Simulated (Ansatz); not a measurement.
The cluster B3As3, relaxed as a singlet with RKS r2SCAN-D4/def2-SVP in Ansatz, starting from the GFN2-xTB geometry. Force threshold 0.02 eV/Å.

The structure comes from a short search, and lower isomers may exist.

Start:

```xyz
6

B     1.099    0.943    0.275
B     1.342   -0.201   -0.674
B    -0.707   -0.752   -0.283
As    0.490   -1.655   -1.430
As   -0.252    1.634    1.316
As   -1.971    0.031    0.796
```

```
step   energy (eV)  largest force component (eV/Å)  SCF passes
   1  -184524.4477                           1.368          19
   2  -184524.6192                           0.502          24
   3  -184524.6727                           0.213          30
   4  -184524.7864                           1.112          36
   5  -184525.5123                           1.655          29
   6  -184526.1678                           1.398          30
   7  -184526.3351                           0.987          28
   8  -184526.3914                           0.180          22
   9  -184526.3976                           0.074          22
  10  -184526.3977                           0.066          24
  11  -184526.3986                           0.014          25
```

Force components are those of the run's own axes.

End:

```xyz
6

B     0.604    0.561    0.507
B     1.291   -0.501   -0.471
B    -0.429   -0.554   -0.415
As    0.511   -1.586   -1.812
As   -0.403    2.089    1.093
As   -1.573   -0.008    1.097
```

Bonds formed: B1–B3, B1–As6, B2–B3 (atoms count from 1). The end is the same structure that another start reached.

No frequencies were taken in this run, so the end may be a saddle point.

Hardware: 4 threads of Arm Neoverse V2 on a shared host. Wall time 29 s.
